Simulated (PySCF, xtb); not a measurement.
H3S, SMILES [SH3+], charge +1.

GFN2-xTB (xtb) at its own geometry gives an orbital gap of 7.77 eV.

Geometry optimised at B3LYP-D3(BJ)/def2-TZVPD. The isomer is the one that the SMILES or the coordinates give; other isomers of the formula were not compared.

Q: What does PBE/def2-TZVPD (PySCF) give? (An estimate is asked for; the answer gives what the named calculation found.)

A: gap 8.58 eV (levels -16.82 and -8.24 eV).
